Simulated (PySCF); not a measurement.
MgO, SMILES [O]=[Mg].

The structure is a stationary point at r2SCAN-D4/def2-TZVPD.

Two levels are set side by side: PBE/def2-TZVPD (PySCF) and CAM-B3LYP/def2-TZVPD (PySCF). Same geometry, gas phase. Differences are taken from unrounded values.

```csv
quantity,CAM-B3LYP,PBE,PBE minus CAM-B3LYP
orbital gap (eV),4.71,0.52,-4.20
highest occupied level (eV),-7.53,-4.83,2.71
lowest empty level (eV),-2.82,-4.31,-1.49
dipole moment (D),7.99,7.05,-0.94
mean polarisability (bohr³),51.8,54.0,2.3
```

PBE's occupied levels lie high since its potential decays too fast outside the molecule; exact exchange lowers them and widens the gap. PBE's more diffuse valence density responds more strongly to a field. Differences between two approximate levels are no errors against the true value.

Rough cost on one machine, each run with all the roots and properties that it gave: CAM-B3LYP against PBE within a factor of 2.
